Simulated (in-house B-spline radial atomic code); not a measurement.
Bi. Computed with a B-spline radial atomic code. Model: non-relativistic spherical atom: semilocal Troullier-Martins pseudo-atom, one channel per l, against all electrons, high spin, G0W0 and RPA with empty states to l = 8, local potential for every l without a channel, a model core (radius 0 = none) keeps its share of the functional.

The core holds an angular momentum without a channel of its own, so the local potential lets valence electrons into it.

Without relativity these are model numbers for so heavy an element.

What the tables leave out is listed at the end.

The pseudopotential gives back the lowest level of each angular momentum of its own functional in the configuration it was made in; a second state of the same l is only approximately right. Exact exchange, RPA and GW see the smooth pseudo-orbitals and miss the exchange with the core, for which the functional's share stands in. The column with an uncorrelated core keeps all orbitals and exact exchange, and so separates missing core correlation from pseudisation. Only the three outermost levels and the lowest empty one were computed. RPA here is direct RPA, with no exchange kernel, and its energies carry an (l + 1/2)⁻⁴ tail. A hybrid on a potential with a model core restores only its own semilocal share of the core's exchange.

Command:
```bash
python run_psgw.py task.json out
```
Settings (lengths in bohr, energies in hartree):
```
Z                      83
electrons              83
configuration          [Xe] 4f14 5d10 6s2 6p3
generated_in           [Xe] 4f14 5d10 6s2 6p3
functional             pbe,pbe
core_shells            12
radius_factor          0.8
core_correction        True
```

Run time, properties included: 64 s on 1 thread of Arm Neoverse N1 (shared host).

Given: made with PBE; model core radius 0.891 bohr; local radius 1 bohr; mean-field start PBE.

Valence shells of the generating configuration: 5d, 6s, 6p.

Channel: s 1.699, p 2.02, d 0.82 (radii in bohr).

Computed: largest level miss in the spin-unpolarised generating configuration 0.003 eV; valence RPA correlation energy pseudo -1.2964 hartree; all-electron RPA polarisability, core included 46.293 bohr³; pseudo-atom RPA polarisability 46.326 bohr³.

| level | occupied | mean-field all-electron (eV) | mean-field pseudo minus all (eV) | G0W0 all-electron (eV) | G0W0 uncorrelated core minus all (eV) | G0W0 pseudo minus all (eV) | exchange self-energy all-electron (eV) | exchange self-energy pseudo (eV) |
| --- | --- | --- | --- | --- | --- | --- | --- | --- |
| 6p up | 1 | -5.3391 | -0.003 | -8.5982 | 0.033 | -0.245 | -14.166 | -13.528 |
| 6p down (empty) | 0 | -3.5686 | 0 | -1.4204 | 0.045 | -0.301 | -4.3024 | -3.6747 |

(1) What is the valence RPA correlation energy all-electron orbitals?

Given: mean-field start PBE0.

Computed: valence RPA correlation energy all-electron orbitals -0.73211 hartree; valence RPA correlation energy pseudo -1.2242 hartree; all-electron RPA polarisability, core included 39.225 bohr³.

```csv
level,occupied,mean-field all-electron (eV),mean-field pseudo minus all (eV),G0W0 all-electron (eV),G0W0 uncorrelated core minus all (eV),G0W0 pseudo minus all (eV),exchange self-energy all-electron (eV),exchange self-energy pseudo (eV)
6p up,1,-6.3458,-0.137,-8.8507,0.037,-0.305,-14.214,-13.971
6s down,1,-11.005,0.037,-13.66,0.097,-0.358,-14.381,-12.642
6p down (empty),0,-2.7085,-0.086,-1.1708,0.044,-0.184,-3.9672,-3.6038
```

(2) What is the pseudo-atom RPA polarisability?

Results:

(1) -0.77615 hartree.

(2) 37.316 bohr³.

Among the listed levels the largest G0W0 shift of the pseudo-atom is -0.36 eV, for 6s down on the PBE0 start, while leaving the core uncorrelated moves that level by +0.10 eV. So pseudisation and the lost core exchange, not the missing core correlation, make the error. Not in the tables (levels of low weight, unsolved or above zero; the highest and the empty levels are kept at any weight): on PBE the G0W0 levels 6s down (pseudo minus all -0.41 eV, weights 0.72 and 0.76), 6s up (pseudo minus all -0.04 eV, weights 0.06 and 0.07); on PBE0 the G0W0 levels 6s up (pseudo minus all -0.91 eV, weights 0.03 and 0.12); no Hartree-Fock pseudo-atom is run with a model core.
